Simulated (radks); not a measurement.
Correlation energies from several functionals, in hartree. Species: Pb4+ [Xe] 4f14 5d10; Be2+ [He]; Si3+ [Ne] 3s1. Calculated with a radial shooting solver on a logarithmic mesh with Libxc functionals: non-relativistic Kohn-Sham, r2SCAN, spin-polarised, spherical densities, point nucleus; meta-GGA in the generalised Kohn-Sham scheme. Every spin shell is full or empty, so the densities are truly spherical. Functionals are evaluated on that one density, not self-consistently.

| functional | Pb4+ | Be2+ | Si3+ |
|---|---|---|---|
| PW92 | -8.3694 | -0.15029 | -0.90839 |
| Chachiyo | -8.2812 | -0.14705 | -0.89279 |
| PBE | -4.9309 | -0.045797 | -0.40102 |
| LYP | -4.3243 | -0.049151 | -0.45491 |
| OP (B88) | -4.2630 | -0.065918 | -0.44275 |
| TPSS | -4.9287 | -0.046776 | -0.40244 |
| r2SCAN | -4.9410 | -0.041543 | -0.40157 |
| B95 | -6.1390 | -0.055849 | -0.48079 |
| Tao-Mo | -4.8234 | -0.031754 | -0.36323 |
